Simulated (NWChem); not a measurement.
A series in which one site is exchanged, each optimised at B3LYP/6-31G* with NWChem, gas phase unless a solvent is named. Pople sets run with spherical d functions.

A: [F][AlH2] (AlH$_{2}$F; site = Al)
B: [F][GaH2] (GaH₂F; site = Ga)
C: BF (BH₂F; site = B)

```
quantity                                                 A           B      C
---------------------------------------------------  -----  ----------  -----
dipole (D), B3LYP/6-31G*                              1.23  (withheld)   0.51
orbital gap (eV), B3LYP/6-31G*                        7.01  (withheld)   7.98
vertical ionisation energy, ΔSCF, PBE/def2-SVP (eV)  11.04  (withheld)  12.05
static polarisability, B3LYP/def2-SVPD (bohr³)        28.1  (withheld)   16.9
```

Problem. What belongs in the gaps?

Solution. 
- dipole (D), B3LYP/6-31G*, B: 2.04
- orbital gap (eV), B3LYP/6-31G*, B: 6.76
- vertical ionisation energy, ΔSCF, PBE/def2-SVP (eV), B: 11.06
- static polarisability, B3LYP/def2-SVPD (bohr³), B: 29.7
